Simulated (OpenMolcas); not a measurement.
**3d ions of charge +5 along the row**

```yaml
Program: OpenMolcas 26.06
Method: MS-CASPT2, IPEA 0.25 Eh, imaginary shift 0.1 Eh
Basis: ANO-RCC-VQZP
Scalar_Hamiltonian: DKH2, point nucleus
Spin-orbit_coupling: RASSI with atomic mean-field integrals over the reference wave functions, term energies averaged over their components
```

Active space: the 3d shell; CASPT2 also correlates the outermost closed s and p core shells.

B and C come from two terms' centres of gravity (d2, d8: 3P = 15B, 1G = 12B + 2C; d3, d7: 4P = 15B, 2G = 4B + 3C; d4, d6: 3G = 9B + 4C, 3H = 4B + 4C; d5: 4D = 17B + 5C, 4G = 10B + 5C, above the ground term), where all their levels are at least 80 % pure. ζ = ±2S·A comes from the whole width of the ground multiplet by E(J) = (A/2) J(J+1), where its levels are at least 85 % pure. Energies in cm-1.

| Ion | Configuration | Lowest level | Weight (%) | B | B measured | C | C measured | ζ | ζ measured |
| --- | --- | --- | --- | --- | --- | --- | --- | --- | --- |
| Fe5+ | 3d³ | ⁴F_3/2 | 100 | 1260 | 1205 | 5016 | 5007 | 593 | 572 |
| Co5+ | 3d⁴ | ⁵D₀ | 100 | 1181 | 1131 | 5837 | 5809 | 757 | 713 |
| Ni5+ | 3d⁵ | ⁶S_5/2 | 100 | 1244 |  | 6128 |  |  |  |
| Cu5+ | 3d⁶ | ⁵D₄ | 100 | 1460 | 1457 | 6069 | 5971 | 1041 | 1093 |

Measured columns use the levels in Corliss and Sugar, J. Phys. Chem. Ref. Data 11, 135 (1982) (Fe5+); Sugar and Corliss, J. Phys. Chem. Ref. Data 10, 1097 (1981) (Co5+); Sugar and Musgrove, J. Phys. Chem. Ref. Data 19, 527 (1990) (Cu5+).

The computed B goes from 1260 (Fe5+) to 1460 cm-1 (Cu5+), a factor of 1.16, though not at every step. It departs from the measured column by 0 to +5 %. The Trees term is left out, which lowers the B read from the levels of every ion, most for d4 to d6. The pair of terms that fixes B changes along the row, so steps between ions also reflect that choice.

The computed ζ goes from 593 (Fe5+) to 1041 cm-1 (Cu5+), a factor of 1.76, rising at every step. It departs from the measured column by -5 to +6 %.

CASPT2 does not keep the components of a term degenerate, so their means are used; among the low terms the widest spread is 1200 cm-1 (3d⁴ ¹I, Co5+). The CASPT2 spread within a term exceeds the gap to the next term for 3d⁴ ³D and 3d⁴ ¹G(1), 3d⁴ ¹G(1) and 3d⁴ ¹I, so the order of their levels is uncertain (figures for Co5+; the like holds for Cu5+). Blocks of more than 70 roots (2S+1 = 2 even) ran without multistate coupling (holds for Ni5+). Computed and measured levels are paired by configuration, term and J; levels that our copy of the source lacks, or whose pairing is in doubt (as where it misses far off the trend of its configuration), stay unpaired and out of the deviations. Only configurations of the active space appear.

A number in round brackets counts repeated terms of one configuration in the order of the reference energies.
